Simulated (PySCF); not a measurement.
# Zn⁺ (zinc, charge +1) across methods

[Ar] 3d10 4s1, 2S determinant. Computed with PySCF 2.14 in aug-cc-pVDZ-DK (7s6p4d2f, 59 functions), with scalar relativity by spin-free X2C-1e. The B2PLYP total includes its PT2 part (frozen core); its orbital energies are those of the SCF part.

```csv
method,E (hartree),mean ε 3d α (eV),mean ε 3d β (eV),mean ε 4s α (eV),Σ⟨r²⟩ (bohr²),⟨S²⟩
PBE0,-1795.325,-22.570,-22.405,-15.283,22.40,0.751
PBE,-1795.320,-19.796,-19.583,-14.547,22.56,0.751
LDA,-1792.557,-20.116,-19.918,-14.830,22.49,0.751
HSE06,-1795.332,-22.147,-21.985,-14.980,22.39,0.751
TPSSh,-1795.555,-20.835,-20.630,-14.785,22.45,0.751
UHF,-1793.98041,-30.190,-30.158,-16.966,22.41,0.751
B2PLYP,-1795.273,-25.413,-25.303,-15.970,22.37,0.750
r2SCAN,-1795.543,-20.082,-19.872,-14.887,22.37,0.752
BHandHLYP,-1795.528,-25.357,-25.243,-16.018,22.32,0.750
```
